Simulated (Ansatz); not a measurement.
Start from `[CH3][Al]([OH])[SeH]` and change one atom or group to get `[OH][Al]([OH])[SeH]`.

Ansatz, PBE0-D4/def2-TZVP geometries, multiplicity 1. Each molecule was computed in one conformer, which needn't be the lowest.

Scalar relativity is left out up to krypton.

| property | `[CH3][Al]([OH])[SeH]` |
| --- | --- |
| LUMO energy (PBE0/def2-TZVPP) / eV | -0.23 |
| HOMO–LUMO gap (ωB97M-V/def2-TZVPP) / eV | 10.61 |
| HOMO–LUMO gap (B3LYP/def2-TZVPP) / eV | 6.41 |
| size of the dipole moment (PBE/def2-TZVPP) / D | 0.65 |
| LUMO energy (ωB97M-V/def2-TZVPP) / eV | 1.27 |
| size of the dipole moment (B3LYP/def2-TZVPP) / D | 0.65 |

Give the same properties after the change, and the shifts. (An estimate is asked.)

Computed: 
```tsv
property	`[OH][Al]([OH])[SeH]`	shift
LUMO energy (PBE0/def2-TZVPP) / eV	-0.62	-0.39
HOMO–LUMO gap (ωB97M-V/def2-TZVPP) / eV	10.49	-0.12
HOMO–LUMO gap (B3LYP/def2-TZVPP) / eV	6.20	-0.21
size of the dipole moment (PBE/def2-TZVPP) / D	1.29	0.64
LUMO energy (ωB97M-V/def2-TZVPP) / eV	0.96	-0.31
size of the dipole moment (B3LYP/def2-TZVPP) / D	1.38	0.73
```

With PBE0 the HOMO falls by 0.20 eV and the LUMO falls by 0.39 eV, so the gap narrows by about 0.19 eV. PBE moves the HOMO by -0.16 eV and ωB97M-V by -0.19 eV. Dipoles are sizes alone; their direction can turn.

B3LYP here is the variant with VWN-RPA as its local correlation; programs differ in this.

Spin–orbit coupling is left out; it splits and shifts lone-pair levels of the heavy atoms by tenths of an eV.
